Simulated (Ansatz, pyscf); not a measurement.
`[CH3][CH]=[SiH2]` → `[CH2]=[CH][SiH3]`, a hydrogen shift on the singlet surface: C–H broken, H–Si formed. Optimised with ωB97X-D3(BJ)/def2-SVP in PySCF. Wave-function energies: Ansatz (a first-principles code), frozen core, RHF or UHF references. In kcal/mol, from the reactant's lowest minimum found.

| level | barrier | reaction energy |
|---|---|---|
| r²SCAN/def2-TZVP | 52.43 | -16.66 |
| ωB97X-D3(BJ)/def2-TZVP | 56.64 | -20.00 |
| CCSD(T)/cc-pV(D+d)Z | 57.30 | -17.63 |
| CCSDT(Q)/cc-pV(D+d)Z | 56.98 | -17.43 |
| CCSD(T)/cc-pV(T+d)Z | 55.79 | -18.18 |
| CCSD(T)/cc-pV(Q+d)Z | 55.50 | -18.31 |

In cc-pV(D+d)Z, going from CCSD(T) to CCSDT(Q) shifts the barrier by -0.32 and the reaction energy by +0.20 kcal/mol. With HF in the quadruple-zeta basis and the correlation energy extrapolated as X⁻³ from X = 3, 4, CCSD(T) gives 55.37 and -18.35; adding the double-zeta shift gives ΔE‡ = 55.05 and ΔE = -18.15 kcal/mol, without core correlation, relativity or geometry relaxation at these levels. One saddle was located; it need not be the lowest between these sides.
